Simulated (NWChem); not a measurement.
Species: C3H4BNO; SMILES C1C=CB(O)N=1

```xyz
10

O      0.1187    -2.0879     0.0000
B      0.0527    -0.7419     0.0000
C      1.2636     0.2844     0.0000
C      0.6469     1.4782     0.0000
C     -0.8517     1.2445     0.0000
N     -1.2367     0.0203     0.0000
H     -0.7786    -2.4621     0.0000
H      2.3385     0.1412     0.0000
H      1.0927     2.4703     0.0000
H     -1.5617     2.0786     0.0000
```
Atoms are numbered in this order, from 1.

All runs: NWChem. Medium grid unless said otherwise, to which SCAN and Minnesota functionals are sensitive. Structure relaxed at the B3LYP/6-31G* (spherical d) level. B3LYP is NWChem's, with the RPA form of VWN correlation.

Q: Order these by “highest occupied level (eV)”, lowest first: B3LYP/def2-SVP; Hartree-Fock/def2-SVP; TPSSh/def2-SVP; CAM-B3LYP/def2-SVP; PBE/def2-SVP.

A: Hartree-Fock/def2-SVP (-9.81), CAM-B3LYP/def2-SVP (-8.73), B3LYP/def2-SVP (-7.04), TPSSh/def2-SVP (-6.49), PBE/def2-SVP (-5.76)
